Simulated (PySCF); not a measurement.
**How methods differ on the excitation energy of Sb⁺**

Sb⁺ [Kr] 4d10 5s2 5p2 (3P) → Sb⁺ [Kr] 4d10 5s1 5p3 (5S), as a difference of total energies. Calculation: PySCF 2.14, in x2c-TZVPPall (8s6p4d2f, 60 functions); scalar relativity by spin-free X2C-1e. Correlated levels: valence: [Kr] 4d10 frozen. The calculations carry no spin-orbit coupling.

```csv
method,excitation energy (cm⁻¹)
UHF,33627
MP2 (valence),39979
SCS-MP2 (valence),42773
CCSD (valence),41722
CCSD(T) (valence),41961
```

Errors of the correlated levels include the incompleteness of this basis and the frozen core.

For comparison: 47561 cm⁻¹ (measured; NIST levels, between the centres of gravity of the two terms).
